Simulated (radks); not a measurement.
Values are calculated unless marked as measured or tabulated.
Initial-state core-level shifts of neutral niobium when its valence configuration changes from [Kr] 4d4 5s1. Level of theory: scalar-relativistic Kohn-Sham, PBE, spin-polarised, spherical densities, finite nucleus; open shells are filled with parallel spins first (spin-orbit coupling, left out, can overturn this in heavy ions); Fermi nuclear charge, rms radius 4.324 fm (a radial shooting solver on a logarithmic mesh with Libxc functionals). Shifts are changes of the shell-averaged eigenvalues in eV (positive: less bound); the change of the density at the nucleus, which sets a Mossbauer isomer shift, is in e/bohr^3, on a base of 8.407e+04.

4d3 5s2: 3s -2.970; 3p -2.971; 3d -2.985; 4p -2.695; density at nucleus +11.410
4d3.5 5s1 5p0.5: 3s -1.954; 3p -1.954; 3d -1.960; 4p -1.826; density at nucleus +1.391
4d3.5 5p1.5: 3s -3.145; 3p -3.144; 3d -3.147; 4p -3.042; density at nucleus -9.614
4d5: 3s +2.151; 3p +2.152; 3d +2.164; 4p +1.964; density at nucleus -10.903
4d3 5s1 5p1: 3s -4.040; 3p -4.040; 3d -4.054; 4p -3.726; density at nucleus +2.965
4d2 5s2 5p1: 3s -7.653; 3p -7.654; 3d -7.689; 4p -6.835; density at nucleus +17.925
4d4 5s0.5 5p0.5: 3s -0.623; 3p -0.623; 3d -0.621; 4p -0.647; density at nucleus -4.982
4d2 5s1 5p2: 3s -8.558; 3p -8.559; 3d -8.593; 4p -7.687; density at nucleus +6.751
4d4 5p1: 3s -1.214; 3p -1.213; 3d -1.209; 4p -1.259; density at nucleus -10.236
